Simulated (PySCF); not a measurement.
# Steps of a relaxation of Bi(CN)3

Bi(CN)3 (singlet; a saddle point, relaxed within its symmetry). PySCF 2.14.0, RKS r2SCAN, Bi def2-SVP with ECP60, C def2-SVP, N def2-SVP; non-relativistic Hamiltonian with scalar-relativistic core potentials where named; density fitting; no spin-orbit coupling. Origin of the start: template. Columns: position (Å) and force (eV/Å). Energies are counted from the last step; some of the 6 steps are shown. Forces carry noise of the integration grid, about 0.01 to 0.03 eV/Å.

Run from Python with OMP_NUM_THREADS=2. Where DIIS fails, smearing, a level shift and second-order steps follow.
It took 54 s on 2 threads of Arm Neoverse V1, with other jobs on the host, from the converged density of the start.

```xyz
7
step 0  E = 0.304 eV
Bi    0.0000    0.0000    0.0000     0.01    0.00    0.00
C     2.2990    0.0000    0.0000     1.11    0.00    0.00
N     3.4690    0.0000    0.0000     0.59    0.00    0.00
C    -1.1495    1.9910    0.0000    -0.55    0.95    0.00
N    -1.7345    3.0042    0.0000    -0.30    0.51    0.00
C    -1.1495   -1.9910    0.0000    -0.55   -0.95    0.00
N    -1.7345   -3.0042    0.0000    -0.30   -0.51    0.00
```

```xyz
7
step 2  E = 0.002 eV
Bi    0.0000    0.0000    0.0000     0.00    0.00    0.00
C     2.4172    0.0000    0.0000    -0.06    0.00    0.00
N     3.5905    0.0000    0.0000     0.16    0.00    0.00
C    -1.2086    2.0933    0.0000     0.03   -0.06    0.00
N    -1.7952    3.1094    0.0000    -0.08    0.14    0.00
C    -1.2086   -2.0933    0.0000     0.03    0.06    0.00
N    -1.7952   -3.1094    0.0000    -0.08   -0.14    0.00
```

```xyz
7
step 3  E = 0.000 eV
Bi    0.0000    0.0000    0.0000     0.00    0.00    0.00
C     2.4258    0.0000    0.0000     0.18    0.00    0.00
N     3.6021    0.0000    0.0000    -0.18    0.00    0.00
C    -1.2129    2.1008    0.0000    -0.09    0.15    0.00
N    -1.8010    3.1195    0.0000     0.08   -0.15    0.00
C    -1.2129   -2.1008    0.0000    -0.09   -0.15    0.00
N    -1.8011   -3.1195    0.0000     0.09    0.15    0.00
```

Problem. Where does the relaxation end?

Solution. It converges at step 5 in D3h:
```xyz
7
step 5  E = 0
Bi    0.0000    0.0000    0.0000
C     2.4261    0.0000    0.0000
N     3.6008    0.0000    0.0000
C    -1.2130    2.1010    0.0000
N    -1.8004    3.1184    0.0000
C    -1.2130   -2.1010    0.0000
N    -1.8004   -3.1183    0.0000
```

Problem. How did the contacts change?

Solution. 
```csv
contact,start (Å),end (Å)
Bi1–C2 (CN),2.299,2.426
Bi1–C4 (CN),2.299,2.426
Bi1–C6 (CN),2.299,2.426
```
